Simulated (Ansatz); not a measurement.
Basis-set series for `C[CH](C)[Ge][Cl]`. Total charge 0; spin multiplicity 1. The geometry is a stationary point of PBE0-D4/def2-TZVP. It is one conformer, not always the lowest.

| functional | basis | functions | energy (Eh) | HOMO (eV) | LUMO (eV) |
| --- | --- | --- | --- | --- | --- |
| PBE0-D4 | def2-TZVPP | 281 | -2655.27163 | -6.48 | -2.63 |
| PBE0-D4 | def2-QZVPP | 540 | -2655.33658 | -6.52 | -2.67 |
| ωB97M-V | def2-TZVPP | 281 | -2655.61787 | -8.57 | -0.70 |
| ωB97M-V | def2-QZVPP | 540 | -2655.68102 | -8.61 | -0.79 |

Task: Give the rows for def2-SVP. (Estimate.)

Result: Ansatz gave: 
```csv
functional,basis,functions,energy (Eh),HOMO (eV),LUMO (eV)
PBE0-D4,def2-SVP,127,-2654.72365,-6.44,-2.58
ωB97M-V,def2-SVP,127,-2655.06407,-8.51,-0.61
```

Scalar relativity is left out up to krypton.
